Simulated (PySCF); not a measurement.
CH4F2NOTa, SMILES [N](C)=[Ta]([OH])([F])[F], multiplicity 1.

Geometry: PBE-D3(BJ)/def2-SVP. The multiplicity is an assumed one; other spin states were not compared. The def2 effective core potentials stand for the cores of Ta; spin–orbit coupling is left out. Other conformers were not sampled.

Two levels are set side by side: PBE/def2-TZVP (PySCF) and r2SCAN/def2-TZVP (PySCF). Same geometry, gas phase. Differences are taken from unrounded values.

| quantity | PBE |
|---|---|
| orbital gap (eV) | 4.68 |
| highest occupied level (eV) | -6.18 |
| lowest empty level (eV) | -1.49 |
| dipole moment (D) | 2.57 |
| mean polarisability (bohr³) | 64.6 |

Question: These are the PBE values. What does r2SCAN give? (An estimate is asked for; the answer gives what the named calculation found.)

Answer: 
| quantity | r2SCAN | PBE minus r2SCAN |
|---|---|---|
| orbital gap (eV) | 5.11 | -0.43 |
| highest occupied level (eV) | -6.44 | 0.27 |
| lowest empty level (eV) | -1.33 | -0.16 |
| dipole moment (D) | 2.59 | -0.02 |
| mean polarisability (bohr³) | 62.7 | 2.0 |

Rough cost on one machine, each run with all the roots and properties that it gave: r2SCAN against PBE about 4 times.
